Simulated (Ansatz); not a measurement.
Abridged output of a molecular run in Ansatz:

```
Functional definition: HF
1691 factors; integrals over basis functions are off by at most 8.6e-4 eV
mean field evaluation 1: about -92696.4888 eV, gradient 4.5e1 eV
mean field evaluation 2: about -92696.8120 eV, gradient 4.6e1 eV
mean field evaluation 4: about -92701.0025 eV, gradient 4.1e0 eV
mean field evaluation 8: about -92701.0878 eV, gradient 3.2e-1 eV
mean field evaluation 16: about -92701.0884 eV, gradient 2.0e-6 eV
mean field -92701.08842292 eV, -3406.7021644879 hartree, gradient 2.0e-6 eV, S^2 0.000000; 0 other end points of the search recorded, 0 dependent functions left out
19 core orbitals not correlated: weight in the atoms' cores, before any rotation towards them, 1.000 or more for the frozen orbitals, at most 0.000 for the correlated occupied ones
reference -92701.08842292 eV, -3406.7021644879 hartree; 27, 27 occupied and 213, 213 virtual orbitals, 1691 factors
second order -41.68371176 eV of doubles, -0.00000000 eV of singles
cycle   1  -41.28009477 eV  change    4.0e-1 eV  update   1.3e-1
cycle   2  -42.16068460 eV  change   -8.8e-1 eV  update   3.9e-2
cycle   3  -42.35615016 eV  change   -2.0e-1 eV  update   1.8e-2
cycle   4  -42.33242941 eV  change    2.4e-2 eV  update   3.9e-3
cycle   5  -42.32959762 eV  change    2.8e-3 eV  update   1.9e-3
cycle   6  -42.33120578 eV  change   -1.6e-3 eV  update   6.3e-4
cycle   7  -42.33101010 eV  change    2.0e-4 eV  update   2.7e-4
cycle   8  -42.33078647 eV  change    2.2e-4 eV  update   8.4e-5
cycle   9  -42.33079973 eV  change   -1.3e-5 eV  update   3.1e-5
perturbative correction -1.55987470 eV, -0.0573243379 hartree
Total energy: -92744.97909735 eV, -3408.3151170230 hartree
```

Its atoms:

Cartesian coordinates in Å:
```
F -0.784 -1.459 -0.734
C -0.063 -0.315 -0.725
Cl -0.854 0.896 -1.716
C 0.063 0.143 0.736
F 0.576 -0.868 1.443
F -1.122 0.446 1.251
Br 1.253 1.665 0.879
H 0.930 -0.507 -1.133
```

Question: Which basis set was used?
A. def2-SVP
B. def2-SVPD
C. def2-TZVPP
D. def2-TZVPPD

Answer: C. It gives 259 functions.

Question: Write the keys of the input that set method, charge and spin (a neutral closed shell needs none for the last two).

Answer: 
```yaml
correlation: {method: ccsd_t}
```
